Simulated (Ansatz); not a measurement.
Start from `CCC(C)(C)C` and change one atom or group to get `CC(C)(C)[O][Cu]`.

Ansatz, PBE0-D4/def2-TZVP geometries, multiplicity 1. 

Scalar relativity is left out up to krypton.

```
                                      property  `CCC(C)(C)C`
size of the dipole moment (PBE/def2-TZVPP) / D          0.06
           LUMO energy (B3LYP/def2-TZVPP) / eV          0.71
           HOMO energy (B3LYP/def2-TZVPP) / eV         -8.47
            LUMO energy (PBE0/def2-TZVPP) / eV          1.04
       HOMO–LUMO gap (ωB97M-V/def2-TZVPP) / eV         13.40
           HOMO–LUMO gap (PBE/def2-TZVPP) / eV          7.58
```

Q: Give the same properties after the change, and the shifts. (An estimate is asked.)

A: The calculation gave: 
```tsv
property	`CC(C)(C)[O][Cu]`	shift
size of the dipole moment (PBE/def2-TZVPP) / D	2.50	2.44
LUMO energy (B3LYP/def2-TZVPP) / eV	-2.89	-3.60
HOMO energy (B3LYP/def2-TZVPP) / eV	-6.12	2.35
LUMO energy (PBE0/def2-TZVPP) / eV	-2.50	-3.54
HOMO–LUMO gap (ωB97M-V/def2-TZVPP) / eV	7.68	-5.72
HOMO–LUMO gap (PBE/def2-TZVPP) / eV	1.45	-6.13
```

With PBE0 the HOMO rises by 2.39 eV and the LUMO falls by 3.54 eV, so the gap narrows by about 5.93 eV. PBE moves the HOMO by 2.44 eV and ωB97M-V by 2.33 eV. Dipoles are sizes alone; their direction can turn.

B3LYP here is the variant with VWN-RPA as its local correlation; programs differ in this.
